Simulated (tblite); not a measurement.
Species: C5H8NPSi.
Z-matrix (Å and degrees, GFN2-xTB geometry), rows numbered from 1:
```
Si
P   1  2.2460
C   2  1.8135  1   92.73
C   3  1.3927  2  123.96  1  -162.11
C   4  1.3818  3  118.45  2  -177.12
C   5  1.3887  4  118.99  3     0.94
C   6  1.3852  5  118.21  4    -0.36
N   7  1.3206  6  123.03  5    -0.36
H   1  1.4620  2  112.45  3    48.27
H   1  1.4581  2  107.37  3   -77.20
H   1  1.4720  2  104.69  3   166.01
H   2  1.3898  1   99.31  3   -95.99
H   4  1.0800  3  119.79  2     3.31
H   5  1.0807  4  120.44  3  -179.34
H   6  1.0788  5  121.16  4   179.81
H   7  1.0825  6  121.42  5  -179.73
```

Computed with GFN2-xTB (tblite): harmonic, unscaled wavenumbers at the GFN2-xTB geometry, gas phase. Against measured fundamentals such values can be off by several per cent, at times by over 20. Modes of hydrogen on phosphorus and silicon can be 10 to 20 % off. One conformer, not necessarily the lowest.

Harmonic wavenumbers (cm⁻¹): 37.3, 88.4, 148.0, 229.9, 255.2, 360.8, 394.0, 419.8, 466.6, 480.6, 535.0, 598.6, 634.0, 684.2, 717.1, 733.7, 745.6, 772.7, 798.9, 839.5, 886.1, 914.6, 933.2, 998.6, 1088.1, 1111.9, 1151.1, 1166.0, 1238.4, 1289.0, 1397.4, 1422.6, 1554.0, 1573.4, 2175.3, 2248.4, 2278.6, 2297.8, 3054.3, 3069.9, 3083.3, 3096.9.

A = 3150, B = 1000, C = 780.7 MHz; mass 141.016 u (most abundant isotopes); point group C1, symmetry number 1.

Problem. Zero-point energy?

Solution. Half the sum of the wavenumbers: 23984 cm⁻¹ = 68.58 kcal/mol.

Problem. What is S at 298.15 K and 1 bar for an ideal gas of classical rigid rotors and harmonic oscillators?

Solution. Translation 40.77, rotation 29.26, vibration 23.83: S = 93.9 cal/(mol K).

Problem. And Cp and H(298.15 K) − H(0)?

Solution. Cp = 36.24 cal/(mol K), of which vibrations give 28.29 (their classical limit is 42 R = 83.5); H(298.15 K) − H(0) = 6.26 kcal/mol without the zero-point energy, 3.89 from vibrations.

Problem. What must be added to the electronic energy to get the Gibbs energy at 298.15 K and 1 bar?

Solution. ZPE + [H(298.15 K) − H(0)] − T·S = 68.58 + 6.26 − 27.98 = 46.86 kcal/mol.

Problem. How do the functions run with temperature in this model?

Solution. 
```csv
T (K),S (cal/(mol K)),Cp (cal/(mol K)),H − H(0) (kcal/mol),G − H(0) (kcal/mol),ln q(vib)
100,67.8,15.6,1.16,-5.62,1.41
200,81.6,25.7,3.21,-13.11,3.35
300,94.1,36.4,6.32,-21.90,5.47
500,116.8,52.9,15.38,-43.05,10.02
800,145.1,67.1,33.60,-82.51,16.71
1000,160.8,72.9,47.65,-113.14,20.85
```

q(vib) and H(0) count from the zero-point level.

Hindered rotation and anharmonicity are outside this model. Other conformers, if any are populated, would add a mixing term that is left out. The structure is chiral; the term R ln 2 for an equal mix with its mirror image is left out.
